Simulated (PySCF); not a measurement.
Species: C7H10N (charge +1, singlet). It need not be the lowest isomer of its formula. 
Geometry from a B3LYP-D3(BJ)/def2-TZVP (Ansatz) optimisation:
```xyz
18

C      2.4132    -1.1031    -0.0881
C      1.1999    -0.2375    -0.0753
C      1.2064     1.1370    -0.2161
C      0.0061     1.8364    -0.1878
C     -1.1988     1.1651    -0.0192
C     -1.2014    -0.2094     0.1213
C     -2.4204    -1.0465     0.3075
N     -0.0028    -0.8406     0.0862
H      3.3086    -0.5014    -0.2184
H      2.5052    -1.6569     0.8492
H      2.3648    -1.8273    -0.9047
H      2.1480     1.6492    -0.3464
H      0.0097     2.9128    -0.2980
H     -2.1368     1.6994     0.0043
H     -2.3717    -1.5999     1.2483
H     -2.5223    -1.7701    -0.5047
H     -3.3108    -0.4239     0.3233
H     -0.0061    -1.8496     0.1895
```
Charge +1, spin multiplicity 1.

Dispersion corrections to the total energy (kcal/mol) from the dftd3 and dftd4 libraries through PySCF: D3(BJ) without and D4 with the three-body term, each with the damping fitted for the functional named.

```tsv
functional	D3(BJ)	D4
LC-wPBE	-9.92	-10.69
revPBE	___	-32.32
PBE	-10.76	___
B2PLYP	___	-6.81
HF	-80.77	-35.77
TPSS	-13.43	-13.11
BLYP	-22.27	-21.51
```

What belongs in the gaps?


- revPBE, D3(BJ): -27.27
- PBE, D4: -9.70
- B2PLYP, D3(BJ): -8.27
